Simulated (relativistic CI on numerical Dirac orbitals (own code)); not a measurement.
## Hyperfine structure of Re LVII, mass number 187

Calculated at this level of theory: Dirac-Coulomb-Breit CI, orbitals from a KLI potential per configuration, a model potential for QED, unscaled Slater integrals (own radial code, finite nucleus).

Configurations in the expansion (outside the closed core [Ne]): 3s²3p⁶3d, 3s²3p⁵3d², 3s3p⁶3d², 3s²3p⁶4s, 3s²3p⁶4p, 3s²3p⁶4d, 3s²3p⁵3d4s, 3s²3p⁶4f, 3s²3p⁵3d4p, 3p⁶3d³, 3p⁵3d⁴, 3p⁵3d³4s. Double excitations out of closed p, d and f shells are left out; levels of such configurations are missing from the list, as are those of other unlisted configurations, and high levels can miss mixing partners. These lack a partner that the ground configuration has and come out too high: 3s²3p⁵3d4p.

Nuclear spin I = 5/2, μ = 3.209 μN, Q = 1.94 b (tables of Stone and Pyykkö). The electronic factors are computed for point nuclear moments, without core polarisation or the Bohr-Weisskopf and QED corrections.

| Level | E (cm⁻¹) | A (GHz) | B (GHz) |
| --- | --- | --- | --- |
| 3s²3p⁶3d ²D3/2 | 0 | 148.7 | 151 |
| 3s²3p⁶3d ²D5/2 | 665016 | 58.78 | 183 |
| 3s²3p⁵3d² ⁴D°1/2 | 2092088 | 31.74 |  |
| 3s²3p⁵3d² ⁴G°9/2 | 2729614 | 146 | -767 |
| 3s²3p⁵3d² ²H°11/2 | 2820094 | 140.6 | -545 |

Levels with J = 0, under 50 % of one LS term, or S terms without an open s electron are left out. Small factors come from cancelling terms and can be off by tens of per cent or more.

At this charge energies of transitions that change n are usually good to better than 1 %, and those within a shell (Δn = 0) to a few per cent.

Problem. Give the hyperfine levels of 3s²3p⁶3d ²D3/2 relative to its centre of gravity.

Solution. With K = F(F + 1) − I(I + 1) − J(J + 1), E = AK/2 + B[¾K(K + 1) − I(I + 1)J(J + 1)]/[2I(2I − 1)J(2J − 1)]: F = 1: -674.7, F = 2: -498.4, F = 3: -120.4, F = 4: 595.4 GHz.

LS names give the leading component of a level, which can be under half, so a name can repeat, a term be missing and a line seem to break the LS rules.
